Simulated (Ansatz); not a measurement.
`N=C(N)[TeH]` and `N=C(N)S` differ in one element.

Ansatz, PBE0-D4/def2-TZVP geometries, multiplicity 1. Each molecule was computed in one conformer, which needn't be the lowest.

Elements past krypton have def2 core potentials.

```
                                        property  `N=C(N)[TeH]`
  size of the dipole moment (PBE/def2-TZVPP) / D           1.50
             LUMO energy (B3LYP/def2-TZVPP) / eV          -1.31
              LUMO energy (PBE0/def2-TZVPP) / eV          -1.07
               LUMO energy (PBE/def2-TZVPP) / eV          -1.84
            HOMO–LUMO gap (PBE0/def2-TZVPP) / eV           5.44
size of the dipole moment (B3LYP/def2-TZVPP) / D           1.63
```

(1) What does the change do to each property? (Best estimate.)

Answers

(1) Ansatz gave: 
| property | `N=C(N)S` | shift |
| --- | --- | --- |
| size of the dipole moment (PBE/def2-TZVPP) / D | 2.29 | 0.79 |
| LUMO energy (B3LYP/def2-TZVPP) / eV | -0.31 | 1.00 |
| LUMO energy (PBE0/def2-TZVPP) / eV | -0.03 | 1.04 |
| LUMO energy (PBE/def2-TZVPP) / eV | -1.00 | 0.84 |
| HOMO–LUMO gap (PBE0/def2-TZVPP) / eV | 7.18 | 1.74 |
| size of the dipole moment (B3LYP/def2-TZVPP) / D | 2.35 | 0.72 |

With PBE0 the HOMO falls by 0.69 eV and the LUMO rises by 1.04 eV, so the gap widens by about 1.73 eV. PBE moves the HOMO by -0.52 eV and ωB97M-V by -0.79 eV. Dipoles are sizes alone; their direction can turn.

B3LYP here is the variant with VWN-RPA as its local correlation; programs differ in this.

Spin–orbit coupling is left out; it splits and shifts lone-pair levels of the heavy atoms by tenths of an eV.
